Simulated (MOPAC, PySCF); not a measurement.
C5H9B, SMILES `C(=C\C)/C(B)=C`, neutral singlet in the gas phase. 

Cartesian coordinates (Å):
SMILES: BC(=C)/C=C/C
```xyz
15

B     -1.7150    -1.3334     0.4376
C     -1.2008     0.1180     0.3735
C     -2.0760     1.0828     0.6996
C      0.1651     0.4939    -0.0167
C      1.1371    -0.3391    -0.3679
C      2.5119     0.0836    -0.7595
H     -2.8433    -1.5205     0.7712
H     -1.0358    -2.2750     0.1716
H     -1.8080     2.1352     0.6843
H     -3.0894     0.8437     0.9915
H      0.3809     1.5608    -0.0121
H      0.9388    -1.4054    -0.3786
H      2.7480    -0.2457    -1.7744
H      3.2614    -0.3655    -0.1031
H      2.6252     1.1669    -0.7170
```
Charge 0, spin multiplicity 1.

All levels are single points at this geometry (CAM-B3LYP-D3(BJ)/def2-TZVP); Pople sets use spherical d functions. Orbital energies aren't observables, and empty levels follow the basis.

| level | HOMO (eV) | LUMO (eV) | gap (eV) | dipole (D) | vertical IE, Delta-SCF (eV) |
|---|---|---|---|---|---|
| CAM-B3LYP-D3(BJ)/def2-TZVP in PySCF | -7.94 | -0.83 | 7.11 | 1.02 | 8.65 |
| PBE-D3(BJ)/def2-TZVP in PySCF | -5.81 | -2.90 | 2.90 | 1.22 | 8.60 |
| B3LYP/6-311+G** in PySCF | -6.54 | -2.16 | 4.38 | 1.06 | – |
| B3LYP/6-31G* in PySCF | -6.23 | -1.77 | 4.46 | 1.06 | 8.40 |
| BP86/6-31G* in PySCF | -5.59 | -2.66 | 2.93 | 1.19 | – |
| M06-2X/6-31G* in PySCF | -7.59 | -0.69 | 6.90 | 0.90 | – |
| HF/6-31G* in PySCF | -8.50 | 2.23 | 10.74 | 0.85 | – |
| PM3 in MOPAC | -9.35 | -0.56 | 8.80 | 1.33 | – |
| PM7 in MOPAC | -9.27 | -0.82 | 8.45 | 0.60 | – |
